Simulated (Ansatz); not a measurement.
C₂H₈FNSi₂, SMILES C([Si@H](N)[SiH2]F)=C.

The structure is a stationary point at B3LYP-D3(BJ)/def2-SVP. The structure was generated by enumeration; whether it is a known compound was not checked. The values are those of a single conformer.

Two levels are set side by side: PBE/def2-SVPD (Ansatz, a quantum-chemistry and plane-wave program) and CAM-B3LYP/def2-SVPD (Ansatz). Energy differences of separate SCF runs at the same geometry; the states with an electron removed or added have multiplicity 2 and 2. Differences are taken from unrounded values.

```tsv
quantity	PBE
vertical ionisation energy (eV)	8.76
vertical singlet–triplet gap (eV)	4.05
```

Q: These are the PBE values. What does CAM-B3LYP give? (The exact figures need the calculation; the answer reports its results.)

A: 
| quantity | CAM-B3LYP | PBE minus CAM-B3LYP |
|---|---|---|
| vertical ionisation energy (eV) | 9.40 | -0.64 |
| vertical singlet–triplet gap (eV) | 4.10 | -0.05 |
